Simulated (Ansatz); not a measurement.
Consider the formal exchange of groups at a B–C bond: `CBS[SiH3]` + SiH₄ → `[SiH3]BS[SiH3]` + CH₄.

Program: Ansatz. Geometries: PBE0-D4/def2-TZVP. ΔE: electronic, gas phase. CCSD(T)/CBS adds triple-zeta CCSD(T) − MP2 to the extrapolated MP2 energy (def2 sets, frozen cores). This one scheme is used for every species. Functionals use def2-TZVPP. B3LYP here is the variant with VWN-RPA as its local correlation; programs differ in this. HSE06 is defined as in plane-wave codes. One conformer a species, not always the lowest.

```csv
level,ΔE (kJ/mol),difference from CCSD(T)/CBS
LDA (SPW92),12.1,-0.8
PBE-D4,5.8,-7.1
revPBE-D4,6.2,-6.7
BLYP-D4,9.4,-3.5
r2SCAN-D4,11.9,-1.0
B97M-V,12.0,-0.9
PBE0-D4,9.7,-3.2
B3LYP-D4,12.4,-0.5
r2SCAN0-D4,14.2,1.3
HSE06-D4,9.6,-3.3
BHLYP-D4,16.1,3.2
CAM-B3LYP-D4,17.2,4.3
ωB97X-V,15.6,2.7
ωB97M-V,18.4,5.5
B2PLYP,15.7,2.8
PBE-QIDH,14.9,2.0
PBE,7.2,-5.7
BLYP,11.8,-1.1
r2SCAN,12.2,-0.7
PBE0,11.1,-1.8
B3LYP,14.8,1.9
r2SCANh,13.3,0.4
r2SCAN0,14.7,1.8
HSE06,11.0,-1.9
CAM-B3LYP,18.9,6.0
RPA@PBE/def2-TZVPP,13.5,0.6
HF/def2-SVP,27.0,14.1
CCSD/def2-SVP,17.9,5.0
CCSD(T)/def2-SVP,16.2,3.3
HF/def2-TZVPP,24.7,11.8
MP2/def2-TZVPP,17.8,4.9
SCS-MP2/def2-TZVPP,18.5,5.6
CCSD/def2-TZVPP,15.7,2.8
CCSD(T)/def2-TZVPP,13.7,0.8
HF/def2-QZVPP,25.1,12.2
MP2/def2-QZVPP,17.5,4.6
SCS-MP2/def2-QZVPP,18.1,5.2
HF/CBS(def2),25.2,12.3
MP2/CBS(def2),17.0,4.1
CCSD/CBS(def2),14.9,2.0
CCSD(T)/CBS,12.9,0
```

Largest T1 diagnostic among the species: 0.015.

At CCSD(T), def2-SVP lies +3.3 kJ/mol from the extrapolated value and def2-TZVPP +0.8 kJ/mol. In def2-TZVPP, CCSD(T) changes the Hartree–Fock value by −11.0 kJ/mol (the triples alone add −2.0 kJ/mol) and MP2 by −6.9 kJ/mol. From PBE to PBE0 (25 % exact exchange), in def2-TZVPP and without D4, ΔE moves by +3.9 kJ/mol.
